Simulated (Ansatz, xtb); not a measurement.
**CH2ClFGa: where a starting geometry ends**

The starting geometry of this gas-phase doublet has its atoms placed at random.

```yaml
atoms:
  - { symbol: C, position_ang: [-1.2937, 1.4366, 0.8395] }
  - { symbol: Cl, position_ang: [1.0201, 0.0021, 0.0229] }
  - { symbol: F, position_ang: [-1.4627, -0.1312, -0.9374] }
  - { symbol: Ga, position_ang: [0.1195, 1.5098, -0.9859] }
  - { symbol: H, position_ang: [-1.1129, 0.3629, 1.6735] }
  - { symbol: H, position_ang: [-0.7796, 0.3745, -1.3862] }
```

Task: One run relaxed it with r2SCAN-D4/def2-SVP. What is a likely outcome?

Result: It ends as `[CH2][Ga]([F])[Cl]`. Contacts that open: F3–H6 (0.96 → 3.44 Å), Ga4–H6 (1.50 → 2.65 Å). Contacts that close: C1–Ga4 (2.31 → 1.91 Å), C1–H5 (1.37 → 1.09 Å), C1–H6 (2.52 → 1.10 Å), F3–Ga4 (2.28 → 1.75 Å).

The energy falls by 8.06 eV over 42 steps:

```tsv
step	E − E(last) (eV)
1	8.065
6	4.594
10	3.927
15	3.573
19	3.549
24	3.451
28	3.114
33	0.756
37	0.041
42	0.000
```

Final geometry (Å):

```xyz
6

C    -1.4730    0.9310    0.4602
Cl    2.0592    0.6560   -0.1387
F    -0.2521   -0.5861   -2.0614
Ga   -0.0011    0.3239   -0.5902
H    -1.3323    1.5114    1.3779
H    -2.5099    0.7184    0.1787
```

From the same start GFN2-xTB ends elsewhere, in pieces: CHClGa + FH.

From so rough a start the end depends on the optimiser's path, so another program may land elsewhere. No frequencies were run, so the end isn't proven a minimum. Open shells are spin-unrestricted. Run with Ansatz 0.2.0, 3.8 min on 2 threads of Intel(R) Xeon(R) Platinum 8259CL CPU @ 2.50GHz (Skylake/Cascade Lake), on a shared host.
